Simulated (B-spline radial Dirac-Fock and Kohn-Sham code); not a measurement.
**X-ray form factors of osmium in several charge states**

The computed values come from a radial finite-basis atomic code: relativistic Hartree-Fock (Dirac-Fock) wave functions, averaged over the configuration.

Configurations: Os¹⁶⁺ [Kr] 4d10 4f12 5s2; Os¹⁷⁺ [Kr] 4d10 4f12 5s1; Os¹⁹⁺ [Kr] 4d10 4f11; Os²¹⁺ [Kr] 4d10 4f9; Os²⁵⁺ [Kr] 4d10 4f5. The first column is f₀ of Os¹⁶⁺, the others are differences from it.

```
s (Å⁻¹)   Os¹⁶⁺  Δ Os¹⁷⁺  Δ Os¹⁹⁺  Δ Os²¹⁺  Δ Os²⁵⁺
      0  60.000   -1.000   -3.000   -5.000   -9.000
   0.05  59.806   -0.982   -2.956   -4.940   -8.913
    0.1  59.230   -0.929   -2.826   -4.764   -8.659
   0.15  58.293   -0.846   -2.622   -4.483   -8.251
    0.2  57.029   -0.740   -2.355   -4.115   -7.711
   0.25  55.478   -0.617   -2.046   -3.683   -7.068
    0.3  53.690   -0.488   -1.714   -3.210   -6.353
   0.35  51.717   -0.359   -1.378   -2.722   -5.599
    0.4  49.612   -0.240   -1.055   -2.241   -4.837
   0.45  47.423   -0.134   -0.760   -1.787   -4.093
    0.5  45.197   -0.047   -0.502   -1.374   -3.390
    0.6  40.785   +0.069   -0.121   -0.705   -2.168
    0.7  36.619   +0.111   +0.084   -0.261   -1.237
    0.8  32.841   +0.101   +0.152   -0.013   -0.593
    0.9  29.516   +0.065   +0.136   +0.093   -0.189
      1  26.656   +0.024   +0.082   +0.115   +0.039
    1.1  24.237   -0.010   +0.026   +0.096   +0.148
    1.2  22.217   -0.030   -0.016   +0.067   +0.188
    1.4  19.162   -0.037   -0.044   +0.028   +0.180
    1.6  17.056   -0.021   -0.023   +0.025   +0.151
```
